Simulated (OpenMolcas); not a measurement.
**In: effect of the level shift or regulariser**

```json
{
  "Program": "OpenMolcas 26.06",
  "Basis": "ANO-RCC-VTZP [7s6p4d2f1g]",
  "Scalar Hamiltonian": "DKH2, point nucleus",
  "Active space": "3 electrons in 4 orbitals (5s 5p)",
  "State averaging": "2S+1 = 4 odd, 1 root (0 in the spin-orbit step); 2S+1 = 2 odd, 3 roots; 2S+1 = 4 even, 3 roots; 2S+1 = 2 even, 5 roots",
  "Spin-orbit coupling": "RASSI with atomic mean-field integrals over the reference wave functions, term energies averaged over their components"
}
```

Methods on the same reference wave functions:
A. CASSCF
B. SS-CASPT2, IPEA 0.25 Eh, imaginary shift 0.1 Eh (closed shells correlated: 4d)
C. SS-CASPT2, IPEA 0.25 Eh, real shift 0.2 Eh (closed shells correlated: 4d)

Energies in cm-1 above 5s2 5p 2P* 1/2, the measured ground level; measured values from NIST Handbook of Basic Atomic Spectroscopic Data.

```
         Level      A      B      C  Measured
5s2 5p 2P* 1/2    0.0    0.0    0.0       0.0
5s2 5p 2P* 3/2   2098   2100   2100      2213
 5s 5p2 4P 1/2  26870  34170  34120     34978
 5s 5p2 4P 3/2  27608  34910  34850     36021
 5s 5p2 4P 5/2  28808  36080  36030     37452
```

Deviations, from unrounded energies. A percentage is the sum of absolute deviations over the sum of measured energies, with the sign that they share, or ± where signs differ.

```
                  Against measurement  Levels      A     B     C
       mean absolute deviation (cm-1)       4   6300   850   890
fine structure of the ground term (%)       1   -5.2  -5.2  -5.2
             other configurations (%)       3  -23.2  -3.0  -3.2
```

B, C lie about equally close to measurement and A furthest from it. The largest miss of B in the table is 5s 5p2 4P 5/2, by -1400 cm-1. The ranking rests on the paired levels alone, and a cruder setting can come out closer through cancelling errors.

Between B and C the level of the table that moves most is 5s 5p2 4P 1/2, by 58 cm-1 (lowest in C, highest in B). Moves below CASPT2's spread within the term are not significant.

The lowest spin-free term lies below A's lowest term by 0.444 hartree in B, 0.443 hartree in C.

Some high roots are left out of the spin-orbit mixing, which shifts the levels that they would mix with. Terms of s pⁿ other than that of highest spin mix with s² pⁿ⁻² d, which this space lacks; all of them can be thousands of cm-1 off, and some have no real level of that name. Without dynamic correlation excited terms often stand tens of per cent too high (terms of higher spin than the ground term too low), and those without a measured partner can miss by more than the paired ones (holds for A). Computed and measured levels are paired by configuration, term and J; levels that our copy of the source lacks, or whose pairing is in doubt (as where it misses far off the trend of its configuration), stay unpaired and out of the deviations. Only configurations of the active space appear. The table leaves out levels that lie high or whose names do not pair safely across all columns.

* marks odd parity.
